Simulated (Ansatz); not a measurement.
One change: `N[Si](N)(N)F` becomes `N[Si](N)(O)F`.

Ansatz, PBE0-D4/def2-TZVP geometries, multiplicity 1. Each molecule was computed in one conformer, which needn't be the lowest.

| property | `N[Si](N)(N)F` |
| --- | --- |
| HOMO–LUMO gap (PBE/def2-TZVPP) / eV | 6.02 |
| LUMO energy (PBE/def2-TZVPP) / eV | 0.04 |
| size of the dipole moment (B3LYP/def2-TZVPP) / D | 1.33 |
| HOMO–LUMO gap (PBE0/def2-TZVPP) / eV | 8.34 |
| ideal-gas entropy at 298 K and 1 bar (rigid rotor, harmonic PBE0-D4/def2-TZVP) / J/(mol·K) | 369 |
| HOMO energy (ωB97M-V/def2-TZVPP) / eV | -9.92 |

(1) Give the same properties after the change, and the shifts. (Estimate.)

## Answers

(1) Ansatz gave: 
| property | `N[Si](N)(O)F` | shift |
| --- | --- | --- |
| HOMO–LUMO gap (PBE/def2-TZVPP) / eV | 6.03 | 0.01 |
| LUMO energy (PBE/def2-TZVPP) / eV | -0.10 | -0.14 |
| size of the dipole moment (B3LYP/def2-TZVPP) / D | 1.12 | -0.21 |
| HOMO–LUMO gap (PBE0/def2-TZVPP) / eV | 8.41 | 0.07 |
| ideal-gas entropy at 298 K and 1 bar (rigid rotor, harmonic PBE0-D4/def2-TZVP) / J/(mol·K) | 340 | -29 |
| HOMO energy (ωB97M-V/def2-TZVPP) / eV | -10.10 | -0.18 |

With PBE0 the HOMO falls by 0.19 eV and the LUMO falls by 0.12 eV, so the gap widens by about 0.07 eV. PBE moves the HOMO by -0.15 eV and ωB97M-V by -0.18 eV. The zero-point energy changes by -28.2 kJ/mol with -3 modes. Dipoles are sizes alone; their direction can turn. Modes under 60 cm⁻¹, often nearly free rotors, make the harmonic entropy too high.

B3LYP here is the variant with VWN-RPA as its local correlation; programs differ in this.
